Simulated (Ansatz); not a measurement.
Basis-set extrapolation for trisilylamine (PBE0-D4/def2-TZVP geometry, frozen core, Ansatz 0.2.0). Multiplicity 1, RHF reference.

|  | def2-TZVPP | def2-QZVPP |
| --- | --- | --- |
| HF | -926.610792 | -926.641916 |
| MP2 correlation | -0.596247 | -0.638884 |
| CCSD(T) correlation | -0.685305 | not run |

Energies in hartree. Use E(X) = E(∞) + A·exp(−7.88·√X) for Hartree–Fock and E(X) = E(∞) + B·X^(−2.97) for correlation, with X = 3 and 4, and add CCSD(T) minus MP2 of the smaller set to the MP2 limit.

Question: What is the CCSD(T) energy at the basis-set limit?

Answer: HF limit: -926.641916 + (-0.031124) × 0.13774 = -926.64620. MP2 limit: -0.638884 + (-0.042637) × 0.74074 = -0.67047. Higher-order term: -0.685305 − (-0.596247) = -0.08906. Total: -927.40573 hartree, 287.8 kJ/mol below CCSD(T)/def2-TZVPP.
